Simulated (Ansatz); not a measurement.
C₅HF₇ (`FC1=C(F)C(F)(F)C(F)(F)C1F`) at its PBE0-D4/def2-TZVP geometry, where that method's forces vanish. Total charge 0; spin multiplicity 1.

```xyz
13

F    -2.1512    1.4526    0.5684
C    -1.0846    0.7737    0.2156
C    -0.4060    0.9155   -0.9167
F    -0.6717    1.7406   -1.9016
C     0.7125   -0.0597   -1.0278
F     1.8821    0.5211   -1.3368
F     0.4666   -0.9851   -1.9791
C     0.7454   -0.7234    0.3887
F     1.8000   -0.2695    1.0704
F     0.8466   -2.0572    0.2902
C    -0.5646   -0.3037    1.0977
F    -0.3283    0.1518    2.3632
H    -1.2469   -1.1567    1.1679
```

**Question.** What forces (eV/Å) does PBE-D4/def2-TZVPP give on these atoms in Ansatz 0.2.0? (An estimate is asked.)

**Answer.** The calculation gave: 
```
F1  -0.678  0.431  0.224
C2   0.086 -0.301  0.319
C3   0.352 -0.189 -0.089
F4  -0.169  0.515 -0.612
C5  -0.365  0.185  0.375
F6   0.810  0.417 -0.214
F7  -0.181 -0.633 -0.659
C8  -0.384  0.221 -0.168
F9   0.701  0.319  0.472
F10  0.056 -0.903 -0.069
C11 -0.176 -0.107 -0.373
F12  0.111  0.256  0.779
H13 -0.163 -0.211  0.017
```
